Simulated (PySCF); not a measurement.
W(OH)(H)5 (H6OW), SMILES [OH][WH5], multiplicity 1.

Coordinates come from a PBE0-D3(BJ)/def2-TZVP optimisation. The spin state was assumed, not searched. The structure was generated by enumeration; whether it is a known compound was not checked. The def2 effective core potentials stand for the cores of W; spin–orbit coupling is left out.

Calculation: PySCF with TDA-PBE/def2-SVPD.

Vertical excitations.  State labels are in the subgroup Cs.

Computed lowest excited states:
```csv
state,symmetry,energy (eV),λ (nm),f,main pairs
S1,A',3.53,351,0.012,HOMO→LUMO 97 %
S2,A",3.72,333,0.012,HOMO−1→LUMO 97 %
S3,A",4.07,304,0.000,HOMO−2→LUMO 96 %
S4,A',4.41,281,0.005,"HOMO→LUMO+1 72 %, HOMO−3→LUMO 24 %"
S5,A',4.61,269,0.028,"HOMO−3→LUMO 73 %, HOMO→LUMO+1 22 %"
S6,A",4.66,266,0.005,"HOMO→LUMO+2 78 %, HOMO−1→LUMO+1 17 %"
S7,A",4.75,261,0.021,"HOMO−1→LUMO+1 70 %, HOMO−2→LUMO+1 15 %, HOMO→LUMO+2 12 %"
S8,A",5.05,246,0.016,HOMO−2→LUMO+1 83 %
S9,A',5.16,240,0.025,"HOMO−1→LUMO+2 54 %, HOMO−3→LUMO+1 26 %, HOMO−2→LUMO+2 16 %"
S10,A',5.40,229,0.030,"HOMO−3→LUMO+1 42 %, HOMO−1→LUMO+2 38 %, HOMO−2→LUMO+2 15 %"
T1,A',2.88,431,0,HOMO→LUMO 99 %
T2,A",3.20,388,0,HOMO−1→LUMO 99 %
T3,A",3.64,341,0,HOMO−2→LUMO 99 %
T4,A',3.90,318,0,HOMO−3→LUMO 89 %
```
Triplets are in the Tamm–Dancoff approximation.
